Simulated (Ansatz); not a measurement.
Cartesian coordinates in Å:
```
O -0.984 -1.070 -0.188
Zr 0.174 0.176 -0.645
O 0.809 0.894 0.833
```

Total charge 0; spin multiplicity 1. Zr: def2 effective core potential.

List the PBE0/def2-TZVPP orbital energies in eV (Ansatz 0.2.0). (Estimate.)

Computed: Occupied: -520.84, -520.84, -57.90, -35.07, -34.77, -34.33, -22.91, -22.49, -9.02, -8.65, -8.45, -8.00, -7.56, -6.77. Lowest empty: -2.89, -1.51, -1.29, 0.16, 0.78, 0.91, 1.54, 1.62.
